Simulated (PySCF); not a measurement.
Input for PySCF: R-MP2/6-31G* on C2H6 (SMILES CC), a point of a torsion scan.

```python
from pyscf import gto, scf, dft, mp
from pyscf.data.elements import chemcore

mol = gto.M(
    atom='''
    C    -0.76132182    0.07711280   -0.00387562
    C     0.76350726   -0.05512395   -0.01207566
    H    -1.21239065   -0.55631138   -0.76337219
    H    -1.06000940    1.09996379   -0.22394335
    H    -1.17697165   -0.18997228    0.96345348
    H     1.10947195   -0.53255528   -0.92528522
    H     1.10049966   -0.67311544    0.81760766
    H     1.24559938    0.91406951    0.07778722
    ''',
    basis='6-31g*',
    cart=True,
    charge=0, spin=0, verbose=3, max_memory=1800)
mf = scf.RHF(mol)
mf.conv_tol = 1e-8
mf.max_cycle = 100
mf.kernel()
if not mf.converged:
    mf = mf.newton().run(mf.mo_coeff, mf.mo_occ)
pt = mp.MP2(mf, frozen=chemcore(mol)).run()
```

Program output:

```
converged SCF energy = -79.2245780240497
E(RMP2) = -79.490313998945  E_corr = -0.265735974895315
E(SCS-RMP2) = -79.4937420606253  E_corr = -0.269164036575609
```

The calculation finished and met its thresholds.

Cost: roughly 0.5 core-seconds.
